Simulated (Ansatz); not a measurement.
CH8FNSi2 (`C[SiH](F)N[SiH3]`), charge 0, multiplicity 1.

(1) Give a relaxed structure at PBE0-D4/def2-TZVP (the Gaussian-basis code of Ansatz). (Estimate.)

Results:

(1) The calculation gave: 
Z-matrix (Å, degrees):
```
C
Si 1 1.850
H 1 1.093 2 110.0
H 1 1.092 2 110.9 3 119.8
H 1 1.092 2 111.4 3 -119.5
F 2 1.606 1 107.0 3 58.1
N 2 1.713 1 112.2 3 -179.7
H 2 1.483 1 113.4 3 -58.0
Si 7 1.730 2 130.5 1 -38.4
H 7 1.011 2 114.0 1 150.7
H 9 1.484 7 107.6 2 3.7
H 9 1.487 7 111.7 2 -116.3
H 9 1.488 7 111.4 2 123.3
```
This is one stationary point; other conformers may exist.
